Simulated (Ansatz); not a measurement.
Computed with Ansatz on PBE0-D4/def2-TZVP structures; ΔE is electronic, products minus reactants. CCSD(T)/CBS is the MP2 limit (def2-TZVPP, def2-QZVPP) plus CCSD(T) − MP2 in def2-TZVPP, frozen cores. DFT in def2-TZVPP. def2 core potentials past Kr. For Sn outer-core shells are correlated without core-valence functions, which leaves a few kJ/mol of doubt a bond. One conformer a species, not always the lowest.

Consider the redistribution: `[SiH3][SiH2][SnH3]` + `C[SiH2][SiH](F)Cl` → `F[SiH](Cl)[SiH2][SiH3]` + `C[SiH2][SnH3]`.

```json
{"level": "r2SCAN-D4", "ΔE (kJ/mol)": "4.2"}
{"level": "PBE0-D4", "ΔE (kJ/mol)": "4.8"}
{"level": "ωB97X-V", "ΔE (kJ/mol)": "4.8"}
{"level": "B2PLYP", "ΔE (kJ/mol)": "4.2"}
{"level": "PBE", "ΔE (kJ/mol)": "3.7"}
{"level": "HF/def2-TZVPP", "ΔE (kJ/mol)": "4.6"}
{"level": "MP2/def2-QZVPP", "ΔE (kJ/mol)": "5.0"}
{"level": "SCS-MP2/def2-QZVPP", "ΔE (kJ/mol)": "4.8"}
```

Q: What does CCSD(T)/CBS give? (An estimate is asked.)

A: Ansatz gave: +4.7 kJ/mol. The listed levels differ from it by -0.5, 0.1, 0.1, -0.5, -1.0, -0.1, 0.3, 0.1 kJ/mol.

Largest T1 diagnostic among the species: 0.014.
